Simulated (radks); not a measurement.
Question: As IX, 25 electrons, occupied as [Ar] 3d7. Method: non-relativistic Kohn-Sham, TPSS, spin-polarised, spherical densities, point nucleus; open shells are filled with parallel spins first; meta-GGA in the generalised Kohn-Sham scheme; computed with a radial shooting solver on a logarithmic mesh with Libxc functionals. Some entries of the table are withheld. Estimate them.

orbital  occ.  eigenvalue (eV)  <r> (bohr)  <1/r> (bohr^-1)
1s up       1        -11733.48     0.04636            32.51
1s down     1        -11733.47     0.04636            32.51
2s up       1        -1628.428      0.2064            7.168
2s down     1        -1625.512      0.2062            7.178
2p up       3        -1473.123      0.1788            7.135
2p down     3        -1470.817      0.1785            7.142
3s up       1        -349.5709         (1)            2.416
3s down     1        -344.3489         (2)            2.404
3p up       3        -296.5242      0.5909            2.316
3p down     3        -291.2576      0.5938            2.303
3d up       5              (3)      0.5862            2.112
3d down     2              (4)      0.5923            2.096

Answer: 
(1) 3s up <r> (bohr): 0.5874
(2) 3s down <r> (bohr): 0.5895
(3) 3d up eigenvalue (eV): -204.2226
(4) 3d down eigenvalue (eV): -198.6987
